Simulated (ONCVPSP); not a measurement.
**Scattering properties, ONCV potential for Al**

| Property | Result |
| --- | --- |
| Element | Al |
| Generator | ONCVPSP 4.0.1 |
| Type | optimised norm-conserving Vanderbilt (ONCV) |
| Functional | PW91 |
| Relativity | scalar-relativistic |
| Frozen core | [Ne] |
| Valence charge | 3 |
| Reference configuration | 3s2 3p1 |
| Partial waves | 3s: rc 1.56 bohr, ncon 4, nbas 8, qcut 3.6 1/bohr, 2 projectors, debl 2 Ha; 3p: rc 2.90 bohr, ncon 3, nbas 8, qcut 2.7 1/bohr, 2 projectors, debl 1.1 Ha |
| Local potential | polynomial inside 1.56 bohr (lpopt 5, dvloc0 0 Ha) |
| Core correction | Teter function fitted to the true core (icmod 2), fcfact 0.15 |

The phase is arctan(r·R′/R) of the radial function R(r), unwrapped; energies in Ha, scanned from -2 to 5 Ha. A pole is an energy at which the radial function vanishes at the test radius. The pseudo phase is shifted by a multiple of π to meet the all-electron one at the reference energy, and phase errors are pseudo minus all-electron; the curves can meet again beyond the range given. Levels narrower than the energy grid can be missing from the lists of poles.

```json
{"channel": "s", "radius (bohr)": "1.58", "reference energy (Ha)": "-0.29", "poles, all-electron": "3.73", "poles, pseudo": "2.97, 4.74", "unbroken range about the reference energy with phases within 0.05 rad": "below 2.9", "phase error 1 Ha above the reference energy (rad)": "-0.002"}
{"channel": "p", "radius (bohr)": "2.95", "reference energy (Ha)": "-0.10", "poles, all-electron": "0.45, 3.00", "poles, pseudo": "0.45, 2.83", "unbroken range about the reference energy with phases within 0.05 rad": "below 3.2", "phase error 1 Ha above the reference energy (rad)": "-0.000"}
```

Note: no bound ghost flagged; GHOST(+) flagged for s at 86.3 eV.

Phases in the p channel:

```json
{"E (Ha)": "-1.98", "all-electron": "1.349", "pseudo": "1.349"}
{"E (Ha)": "-1.80", "all-electron": "1.334", "pseudo": "1.334"}
{"E (Ha)": "-1.62", "all-electron": "1.315", "pseudo": "1.315"}
{"E (Ha)": "-1.44", "all-electron": "1.291", "pseudo": "1.291"}
{"E (Ha)": "-1.26", "all-electron": "1.260", "pseudo": "1.260"}
{"E (Ha)": "-1.08", "all-electron": "1.217", "pseudo": "1.217"}
{"E (Ha)": "-0.90", "all-electron": "1.153", "pseudo": "1.153"}
{"E (Ha)": "-0.72", "all-electron": "1.048", "pseudo": "1.048"}
{"E (Ha)": "-0.54", "all-electron": "0.844", "pseudo": "0.843"}
{"E (Ha)": "-0.36", "all-electron": "0.344", "pseudo": "0.343"}
{"E (Ha)": "-0.18", "all-electron": "-0.595", "pseudo": "-0.595"}
{"E (Ha)": "0.00", "all-electron": "-1.158", "pseudo": "-1.158"}
{"E (Ha)": "0.18", "all-electron": "-1.393", "pseudo": "-1.393"}
{"E (Ha)": "0.36", "all-electron": "-1.521", "pseudo": "-1.521"}
{"E (Ha)": "0.54", "all-electron": "-1.613", "pseudo": "-1.613"}
{"E (Ha)": "0.72", "all-electron": "-1.697", "pseudo": "-1.697"}
{"E (Ha)": "0.90", "all-electron": "-1.798", "pseudo": "-1.798"}
{"E (Ha)": "1.08", "all-electron": "-1.959", "pseudo": "-1.959"}
{"E (Ha)": "1.26", "all-electron": "-2.325", "pseudo": "-2.326"}
{"E (Ha)": "1.44", "all-electron": "-3.302", "pseudo": "-3.316"}
{"E (Ha)": "1.62", "all-electron": "-4.089", "pseudo": "-4.101"}
{"E (Ha)": "1.80", "all-electron": "-4.362", "pseudo": "-4.372"}
{"E (Ha)": "1.98", "all-electron": "-4.486", "pseudo": "-4.495"}
{"E (Ha)": "2.16", "all-electron": "-4.557", "pseudo": "-4.567"}
{"E (Ha)": "2.34", "all-electron": "-4.605", "pseudo": "-4.617"}
{"E (Ha)": "2.52", "all-electron": "-4.641", "pseudo": "-4.655"}
{"E (Ha)": "2.70", "all-electron": "-4.671", "pseudo": "-4.689"}
{"E (Ha)": "2.88", "all-electron": "-4.696", "pseudo": "-4.721"}
{"E (Ha)": "3.06", "all-electron": "-4.720", "pseudo": "-4.755"}
{"E (Ha)": "3.24", "all-electron": "-4.743", "pseudo": "-4.798"}
{"E (Ha)": "3.42", "all-electron": "-4.768", "pseudo": "-4.863"}
{"E (Ha)": "3.60", "all-electron": "-4.795", "pseudo": "-5.000"}
{"E (Ha)": "3.78", "all-electron": "-4.829", "pseudo": "-5.577"}
{"E (Ha)": "3.96", "all-electron": "-4.875", "pseudo": "-7.261"}
{"E (Ha)": "4.14", "all-electron": "-4.946", "pseudo": "-7.606"}
{"E (Ha)": "4.32", "all-electron": "-5.078", "pseudo": "-7.710"}
{"E (Ha)": "4.50", "all-electron": "-5.416", "pseudo": "-7.763"}
{"E (Ha)": "4.68", "all-electron": "-6.464", "pseudo": "-7.797"}
{"E (Ha)": "4.86", "all-electron": "-7.278", "pseudo": "-7.823"}
```
